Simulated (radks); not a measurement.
Results of a calculation; reference values are marked as such.
Valence configurations of neutral erbium (all share [Xe]). Level of theory: Dirac Kohn-Sham, PBE, spin-unpolarised, spherical densities, finite nucleus; open shells fill j = l - 1/2 first; Fermi nuclear charge, rms radius 5.2516 fm (a radial shooting solver on a logarithmic mesh with Libxc functionals). Order these by energy: 4f10 5d2 6s2; 4f11 5d1 6s2; 4f11.5 6s2 6p0.5; 4f11 6s2 6p1; 4f12 6s2; 4f12 5d0.5 6s1.5; 4f11.5 5d0.5 6s2; 4f12 5d1 6s1.

Answer. From the lowest, in eV above it: 4f12 6s2 0.000; 4f11.5 5d0.5 6s2 1.372; 4f12 5d0.5 6s1.5 1.414; 4f11.5 6s2 6p0.5 1.585; 4f12 5d1 6s1 2.847; 4f11 5d1 6s2 3.986; 4f11 6s2 6p1 5.225; 4f10 5d2 6s2 13.302. NIST lists [Xe] 4f12 6s2 as the ground configuration; this level of theory agrees among the configurations tried. The energies are those of spherical spin-averaged densities, not of single terms. No valid solution was reached for [Xe] 4f14; [Xe] 4f12.5 6s1.5.
